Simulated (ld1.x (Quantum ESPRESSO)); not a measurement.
# An all-electron radial function and its pseudo partner (carbon)

Columns: radius, all-electron u(r) and pseudo u(r) of the 2p shell (level -10.72 eV) of carbon in the configuration [He] 2s2 2p1.5; PBE, scalar-relativistic, TM scheme, ld1.x (Quantum ESPRESSO) 7.5.

| r (bohr) | all-electron | pseudo |
| --- | --- | --- |
| 0.075 | 0.0309 | 0.0141 |
| 0.150 | 0.1004 | 0.0552 |
| 0.225 | 0.1859 | 0.1197 |
| 0.300 | 0.2748 | 0.2018 |
| 0.375 | 0.3601 | 0.2946 |
| 0.450 | 0.4380 | 0.3901 |
| 0.525 | 0.5067 | 0.4812 |
| 0.600 | 0.5656 | 0.5620 |
| 0.675 | 0.6155 | 0.6285 |
| 0.750 | 0.6568 | 0.6793 |
| 0.825 | 0.6897 | 0.7149 |
| 0.900 | 0.7144 | 0.7374 |
| 0.975 | 0.7318 | 0.7495 |
| 1.050 | 0.7425 | 0.7542 |
| 1.125 | 0.7473 | 0.7538 |
| 1.200 | 0.7470 | 0.7499 |
| 1.275 | 0.7423 | 0.7432 |
| 1.350 | 0.7338 | 0.7340 |
| 1.425 | 0.7223 | 0.7223 |
| 1.500 | 0.7081 | 0.7081 |
| 1.575 | 0.6919 | 0.6919 |
| 1.650 | 0.6740 | 0.6740 |
| 1.725 | 0.6549 | 0.6549 |
| 1.800 | 0.6347 | 0.6347 |
| 1.875 | 0.6139 | 0.6139 |
| 1.950 | 0.5926 | 0.5926 |

Q: How many radial nodes do the two functions have?

A: The all-electron 2p function has n − l − 1 = 0; the pseudo-wave has 0.

Q: At about which radius was the pseudo-wave matched?

A: 1.50 bohr. The columns agree to 0.0005 from 1.35 bohr on; several derivatives are matched, so the curves merge somewhat inside the radius.

Q: Where does each function peak?

A: Outermost all-electron maximum near 1.12 bohr, pseudo maximum near 1.05 bohr (to the table’s step).

Q: Is the pseudo-wave norm-conserving?

A: Yes: the TM scheme keeps the norm inside the radius equal to the all-electron one, which fixes the energy derivative of the logarithmic derivative at the level.
